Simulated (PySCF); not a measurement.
Computed shifts of a molecule C3H8BNO, PBE/pcSseg-1 (PySCF), GIAO, gas phase, equivalent atoms averaged, in ppm (number of nuclei): ¹³C: 74.5 (2), 35.3 (1). ¹⁵N: 120.5 (1). ¹H: 4.78 (2), 4.62 (2), 3.98 (1), 3.08 (3). References: ¹³C against TMS (σ = 182.0 ppm); ¹⁵N against NH3 (σ = 267.0 ppm); ¹¹B against BF3 (σ = 83.9 ppm); ¹⁷O against H2O (σ = 334.3 ppm); ¹H against TMS (σ = 31.49 ppm), references at their B3LYP-D3(BJ)/def2-TZVP geometries, non-relativistic. Geometry optimised at PBE0-D3(BJ)/def2-SVP. The values are those of a single conformer.

Task: Which structure fits?
A) C[C@H]1COB1N
B) CNB1COC1
C) NB1CCCO1
D) C/C=N/B(C)O

Result: B, CNB1COC1
